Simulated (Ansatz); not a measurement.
`[OH][GeH]([F])[SH]` at its PBE0-D4/def2-TZVP geometry, where that method's forces vanish. Charge 0, multiplicity 1.

| atom | x (Å) | y (Å) | z (Å) |
| --- | --- | --- | --- |
| O1 | -1.238 | 0.582 | 0.783 |
| Ge2 | 0.249 | -0.277 | 0.413 |
| F3 | -0.021 | -1.975 | 0.623 |
| S4 | 0.789 | -0.140 | -1.719 |
| H5 | -1.932 | 0.421 | 0.138 |
| H6 | 1.286 | 0.187 | 1.432 |
| H7 | 0.866 | 1.202 | -1.671 |

Question: For each bond, give half the difference of the two atoms' forces along it (eV/Å; positive pushes the atoms apart) under PBE-D4, r2SCAN-D4, B3LYP-D4, ωB97M-V in def2-TZVPP. (Estimate.)

Answer: Computed: 
| bond | length (Å) | PBE-D4 | r2SCAN-D4 | B3LYP-D4 | ωB97M-V |
| --- | --- | --- | --- | --- | --- |
| O1–Ge2 | 1.757 | 0.35 | 0.08 | 0.21 | 0.08 |
| O1–H5 | 0.961 | 0.36 | 0.04 | -0.03 | -0.07 |
| Ge2–F3 | 1.732 | 0.53 | 0.04 | 0.26 | 0.11 |
| Ge2–S4 | 2.203 | 0.07 | 0.02 | 0.16 | -0.02 |
| Ge2–H6 | 1.526 | -0.04 | -0.07 | -0.16 | -0.17 |
| S4–H7 | 1.345 | 0.25 | 0.01 | -0.02 | -0.09 |

B3LYP here is the variant with VWN-RPA as its local correlation; programs differ in this.
